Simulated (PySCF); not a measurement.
In(Cl)2(OAc) (C₂H₃Cl₂InO₂), SMILES [Cl][In]([O]C(C)=O)[Cl].

Coordinates come from a PBE-D3(BJ)/def2-SVP optimisation. The def2 effective core potentials stand for the cores of In; spin–orbit coupling is left out. One conformer was computed; it need not be the lowest.

Method: PBE/def2-TZVP run with PySCF.

The molecule is in vacuum.

Estimate the frontier levels, gap, dipole moment. (Estimate from the structure and the level; the computed values follow.)


```yaml
highest_occupied_level: -7.60 eV
lowest_empty_level: -3.42 eV
orbital_gap: 4.17 eV
dipole_moment: 3.45 D
quadrupole, principal values (traceless, Buckingham form, about the centre of nuclear charge): -8.44, -3.25, 11.70 D·Å
```
